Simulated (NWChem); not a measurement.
# C2H4ClFSi2; SMILES FC1=C[Si@H](Cl)[SiH2]1

```xyz
10

F     -0.8305     2.8168     0.4135
C     -0.4046     1.5842     0.0870
C     -1.2252     0.5947    -0.3367
Si    -0.0100    -0.7774    -0.6921
Cl    -0.2379    -2.4996     0.4708
Si     1.3851     0.9300     0.0960
H     -2.3047     0.6950    -0.4303
H      0.0447    -1.2510    -2.0968
H      1.9922     0.8239     1.4483
H      2.3157     1.6646    -0.8030
```
Atoms are numbered in this order, from 1.

STO-3G and 3-21G are far too small for this property and stand as cheap habits. Coordinates come from a B3LYP/6-31G* (spherical d) optimisation.

Problem. List the 4 lowest vertical singlet excitations from PBE0/3-21G, TDA (NWChem).

Solution. 
```csv
state,energy (eV),oscillator strength,leading excitation (squared amplitude)
S1,5.98,0.002,HOMO−1 → LUMO (0.52)
S2,6.34,0.006,HOMO → LUMO+1 (0.63)
S3,6.69,0.006,HOMO−1 → LUMO+1 (0.42)
S4,6.84,0.003,HOMO−2 → LUMO (0.82)
```
